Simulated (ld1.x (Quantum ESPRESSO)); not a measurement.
# Which change was made? (Pd, PAW)

* Element: Pd
* Generator: ld1.x (Quantum ESPRESSO) 7.5
* Type: PAW
* Functional: LDA (PZ)
* Relativity: scalar-relativistic
* Frozen core: [Kr]
* Valence charge: 10
* Reference configuration: 4d10 5s0 5p0
* Partial waves: 5s (bound, empty): rcut 1.95, rcutus 2.45 bohr; 5s channel at 0.45 Ry: rcut 1.95, rcutus 2.45 bohr; 5p (bound, empty): rcut 2.90, rcutus 3.85 bohr; 5p channel at 0.75 Ry: rcut 2.90, rcutus 3.85 bohr; 4d (bound): rcut 1.90, rcutus 2.15 bohr; 4d channel at 4.25 Ry: rcut 1.90, rcutus 2.15 bohr
* Local potential: all-electron potential smoothed inside 1.80 bohr (lloc = -1)
* Core correction: Bessel-smoothed model core inside 1.55 bohr
* Augmentation charge: PSQ, inside the norm-conserving radii

Cutoffs, loose and tight: the cutoffs (Ry, on a coarse ladder) from which the occupation-weighted sum of valence levels, in a spherical-Bessel basis at the reference potential, stays within 10 and 1 mRy of its value at 400 Ry. They do not see the model core or the augmentation charge, which bear on the density cutoff. Test errors are all-electron minus pseudo excitation energies from the reference, over the configurations 4d9 5s0 5p0; 4d8 5s0 5p0; 4d7 5s0 5p0; 4d8 5s1 5p0; 4d9 5s0 5p1; 4d9.5 5s0 5p0; 4d9 5s1 5p0 (two spin-polarised tests are not counted in the largest error); variants that change the core or the reference have their own tests.

The base gives: outcome: generated; cutoff, loose: 25 Ry; cutoff, tight: 40 Ry; bound ghosts: s; largest test error (meV): -498.

Q: After one change the result is: outcome: generated, overlap not positive; bound ghosts: not determined (overlap not positive); largest test error (meV): -561. Which change was it?
A. local potential all-electron potential smoothed inside 3.25 bohr (lloc = -1)
B. type ultrasoft; local potential all-electron potential smoothed inside 3.05 bohr (lloc = -1); augmentation built from norm-conserving waves at rcut, not smoothed further
C. all radii but the core radius scaled by about 1.27 (s 3.12, p 4.90, d 2.74 bohr, rcut 2.48/3.68/2.42); local potential all-electron potential smoothed inside 2.28 bohr (lloc = -1)

A: C. The others give: type ultrasoft; local potential all-electron potential smoothed inside 3.05 bohr (lloc = -1); augmentation built from norm-conserving waves at rcut, not smoothed further → outcome: generated; bound ghosts: not determined; largest test error (meV): -1701 | local potential all-electron potential smoothed inside 3.25 bohr (lloc = -1) → outcome: generated; cutoff, loose: 25 Ry; cutoff, tight: 40 Ry; bound ghosts: none; largest test error (meV): -1082. A file whose overlap is not positive is unfit for use, and its test errors describe a broken file.
